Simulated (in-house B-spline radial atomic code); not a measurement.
# Ba III (Ba2+): [Kr] 4d9 5s2 5p6 7f1 (an excited or competing configuration)

All numbers are computed (Dirac-Hartree-Fock, average of configuration; Fermi nucleus of rms radius 4.8378 fm) with a radial B-spline atomic code at the basis-set limit, not measured.

Z_r = [3n² - l(l+1)]/(2<r>); Z_e = n√(-2ε); the last column is Slater's effective charge. Values are occupation-weighted means over j. An effective charge above Z reflects the relativistic contraction of the inner shells.

| shell | electrons | ε (eV) | <r> (bohr) | Z_r | Z_e | Slater |
| --- | --- | --- | --- | --- | --- | --- |
| 1s | 2 | -37691 | 0.02557 | 58.65 | 52.63 | 55.70 |
| 2s | 2 | -6092.2 | 0.1092 | 54.96 | 42.32 | 51.85 |
| 2p | 6 | -5469.7 | 0.09599 | 52.09 | 40.10 | 51.85 |
| 3s | 2 | -1358.6 | 0.2902 | 46.52 | 29.98 | 44.75 |
| 3p | 6 | -1153 | 0.2883 | 43.36 | 27.62 | 44.75 |
| 3d | 10 | -849.53 | 0.266 | 39.48 | 23.71 | 34.85 |
| 4s | 2 | -310.57 | 0.6697 | 35.84 | 19.11 | 28.25 |
| 4p | 6 | -240.44 | 0.7087 | 32.45 | 16.82 | 28.25 |
| 4d | 9 | -135.72 | 0.7877 | 26.66 | 12.63 | 17.20 |
| 5s | 2 | -68.065 | 1.59 | 23.59 | 11.18 | 11.10 |
| 5p | 6 | -47.546 | 1.795 | 20.34 | 9.35 | 11.10 |
| 7f | 1 | -3.3054 | 16.51 | 4.09 | 3.45 | 3.00 |

The least bound orbital is 7f7/2 at -3.304 eV, and it is also the most diffuse (<r> = 16.51 bohr). The part-filled 4d shell lies below the filled 5p shell in orbital energy.

Spin-orbit splittings of the orbital energies (j = l + 1/2 above j = l - 1/2 when positive): 2p 383.1 eV, 3p 75.96 eV, 3d 15.96 eV, 4p 16.19 eV, 4d 2.812 eV, 5p 2.643 eV, 7f 0.002367 eV.

For the 1s electron the small component carries 4.28 % of the norm, the zero-frequency Breit interaction raises the level by 97.81 eV, self-energy by 56.64 eV, and vacuum polarisation lowers it by 8.185 eV.

The density falls to 0.001 bohr⁻³ at 3.618 bohr; Σ<r²> = 349 bohr² gives, by the non-relativistic formula and without the paramagnetism of open shells, a Langevin diamagnetic susceptibility of -276.4×10⁻⁶ cm³/mol.
